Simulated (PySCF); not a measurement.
Start geometry of `C=CBC(=C)[SiH3]` from GFN2-xTB (Å):
```
atom  x, y, z in Å
C1     2.157    0.313    0.618
C2     1.870   -0.409   -0.465
B3     0.439   -0.592   -1.038
C4    -0.743    0.207   -0.458
C5    -1.160    1.429   -0.774
Si6   -1.665   -0.769    0.888
H7     3.160    0.418    1.004
H8     1.384    0.827    1.168
H9     2.701   -0.900   -0.963
H10    0.241   -1.393   -1.874
H11   -0.673    2.017   -1.539
H12   -2.007    1.904   -0.299
H13   -0.737   -1.141    1.963
H14   -2.727    0.087    1.424
H15   -2.245   -1.991    0.324
```

**Question.** What comes out of this run: PBE0-D3(BJ)/def2-SVP geometry optimisation, gas phase (PySCF)?

**Answer.** 
```
atom  x, y, z in Å
C1     2.3606    0.7373    0.1758
C2     1.9447   -0.2209   -0.6724
B3     0.5045   -0.7941   -0.6553
C4    -0.7155   -0.0027   -0.1026
C5    -0.8551    1.3155   -0.3594
Si6   -2.0897   -0.9280    0.7847
H7     3.3986    1.0882    0.2045
H8     1.6744    1.1901    0.8996
H9     2.6956   -0.6630   -1.3400
H10    0.3204   -1.9186   -1.0781
H11   -0.1000    1.8727   -0.9288
H12   -1.7373    1.8907   -0.0493
H13   -1.5565   -1.6437    1.9861
H14   -3.1450    0.0348    1.2307
H15   -2.7018   -1.9523   -0.1168
```

The energy falls by 4.1 kcal/mol over 13 energy and gradient evaluations, the largest force component goes from 0.0178 to 2.3e-04 Eh/bohr, and the atoms move by 0.646 Å rms after alignment. The bond that changes most is B3–H10 (three-coordinate boron to B–H hydrogen), which lengthens by 0.041 Å. Bonds longer at the end by more than 0.005 Å: 12 of 14; shorter: 1. Among the angles that change most is B3–C4–C5, from 128.9° to 120.7°. Among the dihedrals that turn most is C2–B3–C4–Si6, from -94° to -145°. Rotational constants go from 4042, 1803, 1559 to 5750, 1462, 1313 MHz. The orientation of the end geometry is arbitrary; only internal coordinates are fixed.

The run used 133 basis functions and 97 SCF cycles in all.

Not checked by PBE0-D3(BJ)/def2-SVP frequencies. One conformer, not necessarily the lowest.
